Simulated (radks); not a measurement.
Results of a calculation; reference values are marked as such.
Q: Ru+, 43 electrons, occupied as [Kr] 4d7. Code: a radial shooting solver on a logarithmic mesh with Libxc functionals. Model: Dirac Kohn-Sham, LDA (Slater exchange, Perdew-Wang correlation), spin-unpolarised, spherical densities, finite nucleus; open shells are shared between the two j in proportion to 2j + 1; Fermi nuclear charge, rms radius 4.4809 fm. Some entries of the table are withheld. Estimate them.

orbital  occ.  eigenvalue (hartree)  r(max) (bohr)  <r^2> (bohr^2)
1s1/2       2             -804.9461        0.02174        0.001513
2s1/2       2             -115.9703         0.1232         0.02500
2p1/2       2                   (1)        0.09549             (2)
2p3/2       4                   (3)        0.09949             (4)
3s1/2       2             -20.62749         0.3622          0.1863
3p1/2       2             -17.24183            (5)          0.1828
3p3/2       4             -16.42635            (6)          0.1926
3d3/2       4                   (7)         0.2990          0.1753
3d5/2       6                   (8)         0.3018          0.1783
4s1/2       2                   (9)         0.9132           1.177
4p1/2       2              -2.07107         0.9644           1.407
4p3/2       4              -1.94509         0.9898           1.490
4d3/2     2.8              -0.47786          1.208           3.261
4d5/2     4.2              -0.46555          1.221           3.353

A: 
(1) 2p1/2 eigenvalue (hartree): -107.2530
(2) 2p1/2 <r^2> (bohr^2): 0.01878
(3) 2p3/2 eigenvalue (hartree): -102.4494
(4) 2p3/2 <r^2> (bohr^2): 0.02013
(5) 3p1/2 r(max) (bohr): 0.3487
(6) 3p3/2 r(max) (bohr): 0.3584
(7) 3d3/2 eigenvalue (hartree): -10.40829
(8) 3d5/2 eigenvalue (hartree): -10.24925
(9) 4s1/2 eigenvalue (hartree): -3.08192
